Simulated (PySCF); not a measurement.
Gallium: a sound run and one with changed settings

Sound run: Ga [Ar] 3d10 4s2 4p1, Ga⁺ [Ar] 3d10 4s2. Computed with PySCF 2.14 in cc-pVTZ-DK (6s5p3d1f, 43 functions), with scalar relativity by spin-free X2C-1e. The sound run starts from symmetry-adapted Hartree-Fock orbitals and uses a fine grid where one is needed.

Changed run: 26 angular points. This setting is unsound on purpose.

| species | method | sound run (hartree) | changed run (hartree) | converged |
| --- | --- | --- | --- | --- |
| Ga | UHF | -1942.17428 | -1942.17428 | yes |
| Ga | M06-2X | -1943.88055 | -1943.88098 | yes |
| Ga | BP86 | -1944.12823 | -1944.12821 | yes |
| Ga⁺ | UHF | -1941.97146 | -1941.97146 | yes |
| Ga⁺ | M06-2X | -1943.66655 | -1943.66655 | yes |
| Ga⁺ | BP86 | -1943.90440 | -1943.90440 | yes |

Ionisation energy of Ga:

| method | sound run (eV) | changed run (eV) |
| --- | --- | --- |
| UHF | 5.519 | 5.519 |
| M06-2X | 5.823 | 5.835 |
| BP86 | 6.091 | 6.090 |

A coarse angular grid integrates products of high-l functions wrongly, so density functionals can shift, and the SCF can exploit the error; Hartree-Fock and MP2 need no grid.

For comparison, NIST gives 5.999 eV between the lowest levels.
